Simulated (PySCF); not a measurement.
# Hartree-Fock beside MP2: Al2H2NO anion

All numbers below are calculated, not measured. The program is PySCF 2.14.0, an open-source quantum chemistry code, run on an isolated molecule that a program drew, which may never have been made. The molecule is Al2H2NO anion (charge -1, singlet), drawn as the SMILES string `[NH]=[Al][AlH][O-]`.

The geometry was optimised and harmonic frequencies were computed with HF and MP2, all in the aug-cc-pV(D+d)Z basis, for the commonest isotopes, with a restricted reference for singlets and an unrestricted one otherwise, and a frozen core in MP2. Each result is a local minimum of its method.

Geometry at the HF minimum:
```xyz
6
Al2H2NO anion, angstrom
N     2.2242   -2.6933   -0.3058
Al    1.2409   -1.4815    0.1810
Al   -0.4073    0.5103    0.8914
O    -0.3250    1.0423    2.4076
H     2.8562   -3.4252   -0.5181
H    -1.3186    0.9436   -0.3592
```

Lengths of the bonds as drawn, in Å (atoms numbered as above):
| bond | HF | MP2 |
|---|---|---|
| N1-Al2 | 1.635 | 1.683 |
| Al2-Al3 | 2.681 | 2.661 |
| Al3-O4 | 1.609 | 1.667 |
| N1-H5 | 0.990 | 1.012 |
| Al3-H6 | 1.607 | 1.609 |

Rotational constants, in GHz:
```
constant     HF    MP2
       A  23.61  21.92
       B  1.593  1.585
       C  1.492  1.478
```

Harmonic frequencies in cm^-1, each column in rising order, so a row needn't be the same motion in every method:
| rank | HF | MP2 |
|---|---|---|
| 1 | 100 | 81 |
| 2 | 131 | 87 |
| 3 | 186 | 140 |
| 4 | 287 | 269 |
| 5 | 386 | 295 |
| 6 | 395 | 318 |
| 7 | 488 | 441 |
| 8 | 704 | 650 |
| 9 | 1067 | 913 |
| 10 | 1120 | 982 |
| 11 | 1845 | ? |
| 12 | 3980 | 3695 |

**Estimate the missing MP2 frequency from the HF column.**

A single factor s that minimises the squared misfit of MP2 against s times HF over the other rows is sum(HF x MP2) / sum(HF^2) = 0.9175, with an rms misfit of 38 cm^-1. For rank 11 it gives 0.9175 x 1845 = 1693 cm^-1. The calculation gives 1816 cm^-1, 123 cm^-1 above the estimate. The drawn bonds are on average 1.6 % longer in MP2 than in HF.
